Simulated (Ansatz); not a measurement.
Species: sum formula H2SiO2Cl, net charge 0, doublet state. It need not be the lowest isomer of its formula. 
Structure (B3LYP-D3(BJ)/def2-TZVP (Ansatz, a program for electronic structure) minimum search):
```xyz
6

O      0.8519    -1.5343    -0.2371
Si    -0.2274    -0.4293     0.3380
O     -1.5588    -0.5574    -0.6066
Cl     0.5147     1.5092     0.1769
H      1.7347    -1.5547     0.1443
H     -1.6462    -1.3585    -1.1346
```
Charge 0, spin multiplicity 2.

Quantity: atomisation energy (electronic, to ground-state atoms), in eV. Cores are frozen in the correlated levels unless marked. Open shells are spin-unrestricted. Spin-orbit coupling is left out. No relativistic terms. The coupled-cluster limit lacks core correlation, which all-electron functionals hold. Basis-set limits of correlation are two-point, X^-3; Hartree-Fock from the larger set.

| level | program | atomisation energy (eV) |
|---|---|---|
| SVWN5/def2-TZVPD | Ansatz | 26.58 |
| PBE-D4/def2-TZVPD | Ansatz + dftd4 | [?] |
| BHLYP-D3(BJ)/def2-TZVPD | Ansatz + dftd3 | [?] |
| HSE06-D4/def2-TZVPD | Ansatz + dftd4 | 22.58 |
| LC-wPBE-D3(BJ)/def2-TZVPD | Ansatz + dftd3 | 22.72 |
| B2GP-PLYP-D3(BJ)/def2-TZVPD | Ansatz + dftd3 | 22.49 |
| B2GP-PLYP-D4/def2-TZVPD | Ansatz + dftd4 | 22.43 |
| B2GP-PLYP/def2-TZVPD | Ansatz | 22.37 |
| B2PLYP-D3(BJ)/def2-TZVPD | Ansatz + dftd3 | [?] |
| RPA@PBE/cc-pV(T+d)Z | Ansatz | 20.64 |
| SCS-MP2/6-31G | Ansatz | 16.09 |
| SCS-MP2/6-31G* | Ansatz | 20.12 |
| SCS-MP2/cc-pV(T+d)Z | Ansatz | 22.49 |
| CCSD/6-31G | Ansatz | 15.76 |
| CCSD/cc-pV(T+d)Z | Ansatz | 21.55 |
| CCSD(T)/CBS(cc-pV(T+d)Z,cc-pV(Q+d)Z) | Ansatz | [?] |

Task: What belongs in the gaps?

Result: 
- PBE-D4/def2-TZVPD, atomisation energy (eV): 23.25
- BHLYP-D3(BJ)/def2-TZVPD, atomisation energy (eV): 21.60
- B2PLYP-D3(BJ)/def2-TZVPD, atomisation energy (eV): 22.52
- CCSD(T)/CBS(cc-pV(T+d)Z,cc-pV(Q+d)Z), atomisation energy (eV): 22.95
